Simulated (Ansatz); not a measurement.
Ideal-gas functions of FHO3W (`[O]=[W](=[O])([OH])[F]`) at 400 K and 1 bar, from an Ansatz frequency run at PBE0-D4/def2-TZVP.

Molar mass 251.84 g/mol, point group C1 (symmetry number 1), electronic degeneracy 1, moments of inertia 132.011, 149.058, 159.68 u Å². Harmonic wavenumbers (cm⁻¹, unscaled): 196, 225, 248, 271, 276, 366, 613, 703, 758, 1022, 1068, 3900.

Use S(trans) = R[1.5 ln M + 2.5 ln T − 1.1517]; rotational temperatures θ = 24.2544 K / I; S(rot) = R[ln(√π/σ · √(T³/θAθBθC)) + 1.5]; for each mode x = 1.438777 ν̃/T, S = R[x/(eˣ − 1) − ln(1 − e⁻ˣ)] and H = RT x/(eˣ − 1); 1 cm⁻¹ = 0.0119627 kJ/mol; R = 8.31446 J/(mol·K).

**Question.** By hand: the entropy, in J/(mol·K).

**Answer.** Translation 183.9. Rotation: θ = 0.1837, 0.1627, 0.1519 K, giving 114.4. Vibration, mode by mode: 11.39, 10.30, 9.53, 8.85, 8.71, 6.60, 3.24, 2.51, 2.15, 1.01, 0.88, 0.00, in all 65.2. Electronic 0.0. Sum 363.5 J/(mol·K).

**Question.** By hand: H − E and G − E in kJ/mol, counted from the electronic energy.

**Answer.** Zero-point energy ½ × 9646 × 0.0119627 = 57.7; thermal vibration 14.9; translation, rotation and pV give 4 RT = 13.3. H − E = 85.9 kJ/mol, and G − E = 85.9 − 400 × 363.5/1000 = -59.5 kJ/mol.

Vibration gives 18 % of the entropy. The sum counts one conformer and one mirror image; others add a mixing term.
